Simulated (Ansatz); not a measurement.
Spectroscopic constants of CsSr, multiplicity 2 (lowest of 2S+1 = 2, 4 at CCSD(T)/def2-TZVPP on PBE0 minima; our sources give no spin for the ground state, which may be another). No spin–orbit coupling.

The constants come from a fifth-degree fit in 1/R (seven points, main isotopes). In def2 and cc sets the state is the lowest found near the PBE0 minimum, followed along R.

Programs: Ansatz (Gaussian basis) for Hartree–Fock, density functionals and correlated methods. Each number belongs to the level named beside it. In def2 rows elements past Kr take small-core potentials, without spin–orbit coupling.

```
level                 r_e (Å)  ω_e (cm⁻¹)  α_e (cm⁻¹)  B_e (cm⁻¹)  dipole (D)
--------------------  -------  ----------  ----------  ----------  ----------
SVWN5/def2-TZVPP        4.712          41      7.9e-5      0.0143        1.34
PBE/def2-TZVPP          4.875          38      7.5e-5      0.0134        2.04
r2SCAN/def2-TZVPP       4.950          38      7.2e-5      0.0130        3.28
B97M-V/def2-TZVPP       4.968          37      7.5e-5      0.0129        2.42
B3LYP/def2-TZVPP        5.095          29     0.00011      0.0123        1.19
PBE0/def2-TZVPP         4.915          37      7.9e-5      0.0132        2.42
BHLYP/def2-TZVPP        5.197          26     0.00012      0.0118        1.09
CAM-B3LYP/def2-TZVPP    5.161          25     0.00013      0.0120        1.05
wB97X-V/def2-TZVPP      4.988          33     0.00010      0.0128        1.92
wB97M-V/def2-TZVPP      4.952          31     0.00011      0.0130        1.18
B2PLYP/def2-TZVPP       5.170          25     0.00013      0.0119           -
CCSD/def2-QZVPP         5.050          28     0.00013      0.0125           -
CCSD(T)/def2-QZVPP      4.945          32     0.00012      0.0130           -
```

Correlated levels freeze the inner cores; with def2 sets outer-core shells near the valence are correlated too.

Doubts at one or more of the structures used: a spin-contaminated determinant (CCSD/def2-QZVPP, CCSD(T)/def2-QZVPP).

Ansatz is an electronic-structure program.
